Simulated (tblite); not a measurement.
C₃H₁₆Si₄.
Numbering: `[CH3:1][SiH2:2][CH2:3][C@@H:4]([SiH3:5])[SiH2:6][SiH3:7]` (hydrogens: H8, H9, H10 on C1; H11, H12 on Si2; H13, H14 on C3; H15 on C4; H16, H17, H18 on Si5; H19, H20 on Si6; H21, H22, H23 on Si7)

Computed with GFN2-xTB (tblite), gas phase: L-BFGS steps from a force-field or distance-geometry start until the largest atomic force falls under 0.01 eV/Å.

Step 0: E = -583.3795 eV
```
atom  x, y, z in Å  |  force x, y, z in eV/Å
C1      3.6879    0.2196    0.7413   -0.843  -0.957   0.781
Si2     2.1059    0.8461   -0.0890    0.871   0.671  -0.143
C3      0.6106   -0.0401    0.5829   -0.260   0.500   0.853
C4     -0.5386    0.0601   -0.3932   -0.779   0.493   0.026
Si5    -0.1697   -0.7098   -2.0435   -0.089  -0.740  -0.865
Si6    -2.0646   -0.8547    0.2466    0.531  -1.201   0.051
Si7    -3.5619    0.5621    1.0443   -1.082   0.812   0.381
H8      3.4761    0.1607    1.8421    0.570   0.253  -0.900
H9      4.5498    0.8492    0.5302   -0.127  -0.515   0.139
H10     3.7926   -0.8461    0.4253    0.521   0.952   0.153
H11     1.9615    2.2804    0.1876   -0.041   0.124  -0.011
H12     2.1869    0.6653   -1.5345    0.327   0.101   0.033
H13     0.8362   -1.0921    0.8205   -0.241   0.421   0.068
H14     0.3109    0.5162    1.5103    0.216  -0.807  -0.328
H15    -0.8654    1.1218   -0.5265    0.552  -0.521   0.063
H16    -1.4708   -0.9249   -2.7184    0.395   0.155  -0.142
H17     0.3933   -2.0472   -1.7464   -0.009   0.254  -0.170
H18     0.7369    0.0967   -2.8523   -0.202  -0.109  -0.264
H19    -1.6085   -1.8357    1.2468    0.002  -0.068  -0.093
H20    -2.6561   -1.6196   -0.8547   -0.088  -0.212   0.079
H21    -4.8947   -0.0520    0.8365    0.156   0.371   0.131
H22    -3.3920    0.8480    2.4736   -0.131   0.096  -0.083
H23    -3.4311    1.8232    0.2804   -0.252  -0.072   0.242
```

**Question.** Estimate the geometry and energy of step 1. (The exact step hangs on the optimiser's Hessian estimate; all steps are aligned on step 0, rigid shifts and turns removed.)

**Answer.** E = -583.5338 eV, largest force 0.793 eV/Å
```
atom  x, y, z in Å  |  force x, y, z in eV/Å
C1      3.6759    0.2059    0.7525   -0.179  -0.107   0.140
Si2     2.1183    0.8557   -0.0911    0.331   0.359  -0.002
C3      0.6069   -0.0330    0.5951   -0.009   0.339  -0.041
C4     -0.5497    0.0671   -0.3928   -0.205  -0.124  -0.067
Si5    -0.1710   -0.7204   -2.0559   -0.059  -0.335  -0.367
Si6    -2.0570   -0.8719    0.2474   -0.072  -0.465   0.206
Si7    -3.5774    0.5737    1.0498   -0.403   0.257   0.095
H8      3.4842    0.1643    1.8292    0.374   0.147  -0.194
H9      4.5480    0.8418    0.5322   -0.385  -0.662   0.207
H10     3.8000   -0.8325    0.4275    0.473   0.374   0.046
H11     1.9609    2.2822    0.1874   -0.013   0.223   0.005
H12     2.1916    0.6667   -1.5340    0.331   0.097   0.004
H13     0.8327   -1.0861    0.8215   -0.208   0.384   0.071
H14     0.3139    0.5047    1.5056    0.036  -0.461   0.154
H15    -0.8575    1.1144   -0.5256    0.337  -0.106   0.003
H16    -1.4652   -0.9227   -2.7204    0.223   0.104  -0.242
H17     0.3932   -2.0436   -1.7488    0.047   0.105  -0.149
H18     0.7340    0.0951   -2.8561   -0.177  -0.107  -0.275
H19    -1.6084   -1.8366    1.2455    0.083  -0.231   0.053
H20    -2.6573   -1.6226   -0.8536   -0.105  -0.264   0.029
H21    -4.8925   -0.0467    0.8384   -0.034   0.307   0.112
H22    -3.3938    0.8493    2.4724   -0.135   0.131   0.030
H23    -3.4347    1.8221    0.2839   -0.251   0.035   0.182
```

The energy changes by -0.1542 eV. The first-order estimate −F·Δx gives -0.2238 eV and the mean of the old and new forces, exact on a quadratic surface, -0.1543 eV. The step makes an angle of 0° with the force vector and moves no atom by more than 0.021 Å.

What follows is the cost of the whole relaxation. Time: 5.2 s wall. Hardware: one thread, Arm Neoverse N1 (aarch64), shared host with 64 logical CPUs at a one-minute load of 60.
